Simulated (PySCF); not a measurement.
# Basis-set dependence of population analyses: `C[O+]([BH2-]F)CF`

Compound: C2H7BF2O.
Numbering: `[CH3:1][O+:2]([BH2-:3][F:4])[CH2:5][F:6]` (hydrogens: H7, H8, H9 on C1; H10, H11 on B3; H12, H13 on C5)

PBE0 throughout (PySCF), one geometry, spherical d and f functions. One conformer (not necessarily the lowest) at the PBE0-D3(BJ)/def2-SVP geometry, without solvent, vibrations or thermal averaging. Atoms taken as equivalent share a column and are averaged. The first 7 of 9 kinds of atom are listed.

Mulliken charges (e):

```tsv
basis	functions	C1	O2	B3	F4	C5	F6	H7/H8/H9
STO-3G	37	-0.128	-0.144	+0.118	-0.189	+0.078	-0.087	+0.116
6-31G	68	-0.269	-0.559	+0.470	-0.395	+0.239	-0.314	+0.219
pcSseg-0	68	-0.366	-0.706	+0.420	-0.392	+0.269	-0.365	+0.270
6-31G*	98	-0.316	-0.457	+0.394	-0.352	+0.245	-0.313	+0.217
cc-pVDZ	119	+0.050	-0.276	+0.228	-0.208	+0.331	-0.205	+0.082
def2-SVP	119	+0.097	-0.377	+0.255	-0.216	+0.405	-0.240	+0.083
aug-cc-pVDZ	201	+0.808	-0.456	-0.817	-0.498	+1.201	-0.415	-0.166
6-311+G(2d,p)	204	-0.382	-0.220	+0.281	-0.372	+0.105	-0.275	+0.189
def2-TZVP	228	-0.269	-0.048	+0.090	-0.310	+0.123	-0.197	+0.161
cc-pVTZ	278	-0.149	-0.088	+0.119	-0.276	+0.220	-0.183	+0.123
IGLO-III	280	-0.264	-0.185	+0.497	-0.445	+0.134	-0.232	+0.163
pcSseg-2	314	+0.100	-0.358	+0.500	-0.409	+0.452	-0.267	+0.070
```

IAO charges (e):

```csv
basis,functions,C1,O2,B3,F4,C5,F6,H7/H8/H9
STO-3G,37,-0.249,-0.110,+0.024,-0.240,+0.048,-0.116,+0.156
6-31G,68,-0.258,-0.196,+0.133,-0.382,+0.170,-0.273,+0.179
pcSseg-0,68,-0.233,-0.210,+0.132,-0.366,+0.189,-0.267,+0.173
6-31G*,98,-0.222,-0.208,+0.168,-0.385,+0.226,-0.285,+0.167
cc-pVDZ,119,-0.220,-0.202,+0.151,-0.385,+0.224,-0.287,+0.167
def2-SVP,119,-0.211,-0.200,+0.158,-0.385,+0.230,-0.288,+0.164
aug-cc-pVDZ,201,-0.229,-0.202,+0.155,-0.398,+0.224,-0.301,+0.171
"6-311+G(2d,p)",204,-0.231,-0.205,+0.159,-0.399,+0.223,-0.302,+0.172
def2-TZVP,228,-0.229,-0.207,+0.165,-0.400,+0.229,-0.301,+0.171
cc-pVTZ,278,-0.230,-0.206,+0.164,-0.398,+0.228,-0.299,+0.171
IGLO-III,280,-0.231,-0.206,+0.163,-0.401,+0.225,-0.302,+0.172
pcSseg-2,314,-0.229,-0.207,+0.166,-0.401,+0.228,-0.302,+0.171
```

Hirshfeld charges (e):

| basis | functions | C1 | O2 | B3 | F4 | C5 | F6 | H7/H8/H9 |
| --- | --- | --- | --- | --- | --- | --- | --- | --- |
| STO-3G | 37 | +0.060 | -0.003 | +0.047 | -0.146 | +0.160 | -0.054 | +0.038 |
| 6-31G | 68 | +0.001 | -0.009 | +0.067 | -0.208 | +0.129 | -0.105 | +0.061 |
| pcSseg-0 | 68 | -0.002 | +0.022 | +0.059 | -0.199 | +0.128 | -0.097 | +0.059 |
| 6-31G* | 98 | +0.001 | -0.001 | +0.063 | -0.196 | +0.124 | -0.094 | +0.059 |
| cc-pVDZ | 119 | -0.013 | +0.015 | +0.058 | -0.185 | +0.113 | -0.084 | +0.058 |
| def2-SVP | 119 | -0.014 | +0.016 | +0.058 | -0.190 | +0.117 | -0.090 | +0.060 |
| aug-cc-pVDZ | 201 | -0.021 | -0.023 | +0.081 | -0.198 | +0.111 | -0.092 | +0.063 |
| 6-311+G(2d,p) | 204 | -0.013 | -0.026 | +0.088 | -0.206 | +0.116 | -0.096 | +0.062 |
| def2-TZVP | 228 | -0.017 | -0.015 | +0.079 | -0.201 | +0.113 | -0.092 | +0.062 |
| cc-pVTZ | 278 | -0.019 | -0.008 | +0.076 | -0.196 | +0.112 | -0.088 | +0.061 |
| IGLO-III | 280 | -0.022 | -0.021 | +0.082 | -0.200 | +0.111 | -0.092 | +0.063 |
| pcSseg-2 | 314 | -0.022 | -0.018 | +0.082 | -0.200 | +0.110 | -0.091 | +0.063 |

ESP-fitted charges (e):

```
        basis  functions      C1      O2      B3      F4      C5      F6  H7/H8/H9
       STO-3G         37  -0.428  +0.085  +0.006  -0.142  -0.070  -0.044    +0.184
        6-31G         68  -0.326  -0.165  +0.346  -0.337  +0.181  -0.218    +0.187
     pcSseg-0         68  -0.386  -0.140  +0.384  -0.339  +0.194  -0.227    +0.202
       6-31G*         98  -0.365  -0.041  +0.241  -0.264  +0.016  -0.137    +0.182
      cc-pVDZ        119  -0.321  -0.049  +0.229  -0.274  +0.066  -0.157    +0.169
     def2-SVP        119  -0.310  -0.066  +0.237  -0.281  +0.094  -0.171    +0.169
  aug-cc-pVDZ        201  -0.382  -0.043  +0.306  -0.312  +0.020  -0.160    +0.186
6-311+G(2d,p)        204  -0.399  -0.048  +0.294  -0.316  -0.003  -0.159    +0.193
    def2-TZVP        228  -0.387  -0.035  +0.287  -0.307  +0.004  -0.153    +0.188
      cc-pVTZ        278  -0.375  -0.037  +0.292  -0.301  -0.001  -0.146    +0.184
     IGLO-III        280  -0.379  -0.041  +0.296  -0.310  -0.001  -0.154    +0.186
     pcSseg-2        314  -0.384  -0.047  +0.310  -0.318  +0.027  -0.165    +0.188
```

Some averages cover members that differ in this geometry, most widely: H7/H8/H9, Mulliken in aug-cc-pVDZ -0.294 to -0.046; H7/H8/H9, IAO in 6-31G +0.166 to +0.195; H7/H8/H9, IAO in pcSseg-0 +0.161 to +0.188; H7/H8/H9, IAO in cc-pVDZ +0.155 to +0.181 e.

Which scheme is steadiest as the basis changes?

Largest range over the bases for any column: Hirshfeld 0.08 e, IAO 0.19 e, ESP-fitted 0.38 e, Mulliken 1.32 e. Hirshfeld charges move least and Mulliken charges most, counted in e. Without the minimal STO-3G basis the ranges are Hirshfeld 0.05, IAO 0.06, ESP-fitted 0.20, Mulliken 1.32 e.

How much do the charges still move between the two largest bases, IGLO-III and pcSseg-2?

At most, over all atoms: Mulliken 0.364 e, IAO 0.003 e, Hirshfeld 0.002 e, ESP-fitted 0.028 e.

What do the same runs give for the total energy, the frontier levels and the dipole moment?

| basis | energy (Eh) | HOMO (eV) | LUMO (eV) | μ (D) |
| --- | --- | --- | --- | --- |
| STO-3G | -374.6642 | -3.78 | 5.91 | 4.04 |
| 6-31G | -379.6923 | -7.84 | 1.78 | 3.33 |
| pcSseg-0 | -378.9335 | -7.88 | 1.69 | 3.57 |
| 6-31G* | -379.7865 | -7.71 | 2.06 | 3.38 |
| cc-pVDZ | -379.8142 | -7.82 | 1.66 | 3.31 |
| def2-SVP | -379.5133 | -7.87 | 1.60 | 3.38 |
| aug-cc-pVDZ | -379.8450 | -8.06 | -0.18 | 3.11 |
| 6-311+G(2d,p) | -379.9222 | -8.09 | 0.10 | 3.13 |
| def2-TZVP | -379.9597 | -8.04 | 1.01 | 3.19 |
| cc-pVTZ | -379.9435 | -8.02 | 1.11 | 3.20 |
| IGLO-III | -379.9678 | -8.07 | 0.59 | 3.13 |
| pcSseg-2 | -379.9596 | -8.07 | 0.50 | 3.16 |

The dipole is fixed by the density alone, so its range of 0.93 D shows that the density itself changes with the basis, not only its division among atoms.
